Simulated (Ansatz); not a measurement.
Spin states of H2IrO2 (SMILES [OH][Ir][OH]), each relaxed at B3LYP-D3(BJ)/def2-TZVP; lowest solutions found, singlets restricted, no spin–orbit coupling, no relativity up to Kr.
Multiplicity 4 (charge 0, multiplicity 4):
```xyz
5

Ir     0.004    -0.303    -0.061
O      1.541     0.000    -1.116
H      1.632     0.766    -1.694
O     -1.540    -0.484     1.014
H     -1.691     0.051     1.800
```
Multiplicity 2 (charge 0, multiplicity 2):
```
atom    x (Å)    y (Å)    z (Å)
----  -------  -------  -------
Ir     0.0460  -0.3501  -0.0281
O      1.3852  -0.0555  -1.2466
H      1.6272   0.8332  -1.5398
O     -1.3044  -0.5642   1.1878
H     -1.8079   0.1663   1.5694
```

Programs: Ansatz (Gaussian orbitals). Values without a source in brackets are computed. In def2 rows elements past Kr take small-core potentials, without spin–orbit coupling.

The energy of multiplicity 2 less that of multiplicity 4 (kcal/mol) and the share of exact exchange:

| functional | exact exchange (%) | value |
|---|---|---|
| PBE/def2-TZVPP | 0 | -4.73 |
| PBE0/def2-TZVPP | 25 | 1.24 |
| BLYP/def2-TZVPP | 0 | -4.56 |
| B3LYP/def2-TZVPP | 20 | -0.29 |
| BHLYP/def2-TZVPP | 50 | 6.77 |
| r2SCAN/def2-TZVPP | 0 | 1.21 |
| r2SCANh/def2-TZVPP | 10 | 2.87 |

Problem. Take the value as linear in the share of exact exchange along PBE and PBE0. Give the slope, say whether the sign turns, and set the other functionals against that line.

Solution. 
Slope: (1.24 − (-4.73))/2.5 = 2.39 kcal/mol for each 10 %. The line crosses zero at 20 %, where the sign would turn. At 50 % it gives 7.2 kcal/mol. The LYP pair gives (6.77 − (-4.56))/5 = 2.27 for each 10 %. BHLYP, at 50 %, lies -0.4 from the PBE line. B3LYP, at 20 %, lies -0.3 from the PBE line. r2SCAN, with none, stands 5.9 from PBE. The r2SCAN pair gives 1.67 for 10 %.

Doubts at one or more of the structures used: a spin-contaminated determinant (PBE/def2-TZVPP, PBE0/def2-TZVPP, B3LYP/def2-TZVPP, BHLYP/def2-TZVPP, r2SCAN/def2-TZVPP, r2SCANh/def2-TZVPP).

Ansatz is a program for electronic structure.
